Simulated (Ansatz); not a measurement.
The cluster Na₄H₅⁻, relaxed as a singlet with RKS PBE-D4/def2-SVPD in Ansatz, starting from the PBE-D4/def2-SVP, loosely relaxed geometry of the neutral doublet. Force threshold 0.02 eV/Å.

The highest occupied level of the relaxed charge -1 singlet lies above zero (up to 0.54 eV). By energy differences its removal costs 0.70 eV (each at its own geometry, to the charge 0 doublet, at PBE0-D4/def2-TZVPD). The geometry of the relaxed charge -1 singlet is only loosely relaxed. In the charge -1 singlet, H5 and H7 lie 0.78 Å apart (atoms count from 1), so H2 has formed as a molecule. The structure comes from a short search, and lower isomers may exist.

Start:

Cartesian coordinates in Å:
```
Na 1.6814 -2.7148 0.7547
Na 1.0849 0.5322 0.2006
Na -2.9471 1.2241 -0.8836
Na -1.6631 -1.7365 -0.1907
H 0.0072 2.8568 -0.3553
H 2.5140 -0.8263 0.7229
H 0.5488 3.4053 -0.2916
H -0.9560 0.4023 -0.2848
H -0.2702 -3.1432 0.3279
```

```json
{"step": "1", "energy (eV)": "-17725.9456", "largest force component (eV/Å)": "0.266", "SCF passes": "61"}
{"step": "2", "energy (eV)": "-17725.9878", "largest force component (eV/Å)": "0.160", "SCF passes": "43"}
{"step": "3", "energy (eV)": "-17726.0055", "largest force component (eV/Å)": "0.124", "SCF passes": "52"}
{"step": "4", "energy (eV)": "-17726.0259", "largest force component (eV/Å)": "0.351", "SCF passes": "46"}
{"step": "5", "energy (eV)": "-17726.0451", "largest force component (eV/Å)": "0.360", "SCF passes": "42"}
{"step": "6", "energy (eV)": "-17726.0844", "largest force component (eV/Å)": "0.110", "SCF passes": "33"}
{"step": "7", "energy (eV)": "-17726.1224", "largest force component (eV/Å)": "0.078", "SCF passes": "31"}
{"step": "8", "energy (eV)": "-17726.1509", "largest force component (eV/Å)": "0.144", "SCF passes": "30"}
{"step": "9", "energy (eV)": "-17726.1949", "largest force component (eV/Å)": "0.095", "SCF passes": "30"}
{"step": "10", "energy (eV)": "-17726.2338", "largest force component (eV/Å)": "0.156", "SCF passes": "30"}
{"step": "11", "energy (eV)": "-17726.2714", "largest force component (eV/Å)": "0.220", "SCF passes": "29"}
{"step": "12", "energy (eV)": "-17726.2998", "largest force component (eV/Å)": "0.241", "SCF passes": "29"}
{"step": "13 (rejected)", "energy (eV)": "-17726.2545", "largest force component (eV/Å)": "0.195", "SCF passes": "30"}
{"step": "14", "energy (eV)": "-17726.3133", "largest force component (eV/Å)": "0.133", "SCF passes": "29"}
{"step": "15", "energy (eV)": "-17726.3207", "largest force component (eV/Å)": "0.115", "SCF passes": "30"}
{"step": "16", "energy (eV)": "-17726.3224", "largest force component (eV/Å)": "0.201", "SCF passes": "30"}
{"step": "17 (rejected)", "energy (eV)": "-17726.3134", "largest force component (eV/Å)": "0.148", "SCF passes": "29"}
{"step": "18", "energy (eV)": "-17726.3260", "largest force component (eV/Å)": "0.051", "SCF passes": "28"}
{"step": "19", "energy (eV)": "-17726.3277", "largest force component (eV/Å)": "0.035", "SCF passes": "29"}
{"step": "20 (rejected)", "energy (eV)": "-17726.3259", "largest force component (eV/Å)": "0.073", "SCF passes": "30"}
{"step": "21", "energy (eV)": "-17726.3288", "largest force component (eV/Å)": "0.021", "SCF passes": "29"}
{"step": "22", "energy (eV)": "-17726.3305", "largest force component (eV/Å)": "0.028", "SCF passes": "29"}
{"step": "23", "energy (eV)": "-17726.3322", "largest force component (eV/Å)": "0.050", "SCF passes": "30"}
{"step": "24", "energy (eV)": "-17726.3332", "largest force component (eV/Å)": "0.124", "SCF passes": "30"}
{"step": "25", "energy (eV)": "-17726.3340", "largest force component (eV/Å)": "0.148", "SCF passes": "29"}
{"step": "26", "energy (eV)": "-17726.3346", "largest force component (eV/Å)": "0.062", "SCF passes": "28"}
{"step": "27", "energy (eV)": "-17726.3348", "largest force component (eV/Å)": "0.014", "SCF passes": "29"}
{"step": "28", "energy (eV)": "-17726.3349", "largest force component (eV/Å)": "0.013", "SCF passes": "30"}
```

Force components are those of the run's own axes.

End:

```xyz
9

Na    1.136   -2.080    0.543
Na    2.024    0.715    0.409
Na   -5.033    0.664   -1.342
Na   -1.719   -1.108   -0.282
H     0.367    2.501   -0.217
H     3.053   -1.016    0.871
H     0.750    3.178   -0.213
H     0.106    0.126    0.027
H    -0.684   -2.981    0.204
```

Bonds lost: Na3–H8 (atoms count from 1). Metal–metal contacts that move far: Na2–Na4 3.58 to 4.22 Å, Na3–Na4 3.30 to 3.90 Å.

The force fell under the threshold at step 27, but the optimiser went on. No frequencies were taken in this run, so the end may be a saddle point.

Run time 56 s (4 threads of Arm Neoverse V1 on a shared host).
